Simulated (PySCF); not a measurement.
Structure with atom numbers: `[CH3:1][B:2]([F:3])[O:4][CH2:5][F:6]`. Hydrogens are named by the atom that carries them.

Geometry: PBE0-D3(BJ)/def2-SVP; GIAO absolute shieldings from PySCF, gas phase, non-relativistic, averaged over equivalent atoms.

At CAM-B3LYP/pcSseg-2 (286 basis functions, 39 s wall time on 1 thread of an Arm Neoverse V1, shared host):
| atoms | σ (ppm) |
| --- | --- |
| C5 | 82.1 |
| C1 | 185.7 |
| B2 | 65.2 |
| F3 | 266.1 |
| F6 | 341.4 |
| O4 | 156.6 |
| H(C5) | 25.79 |
| H(C1) | 30.88 |

What do these become at HF/pcSseg-2?

Answers


```
atoms  σ at HF/pcSseg-2  change
   C5             102.9   +20.8
   C1             193.0    +7.3
   B2              82.6   +17.4
   F3             309.3   +43.2
   F6             372.2   +30.8
   O4             196.8   +40.2
H(C5)             26.62   +0.83
H(C1)             31.20   +0.32
```

The largest change is at F3 (fluorine bonded to B). Cost: 286 basis functions, 19 s wall time on 1 thread of an Arm Neoverse V1, shared host.

A carbon bonded to boron is broadened by the quadrupolar boron nucleus and is often missing from a measured spectrum.
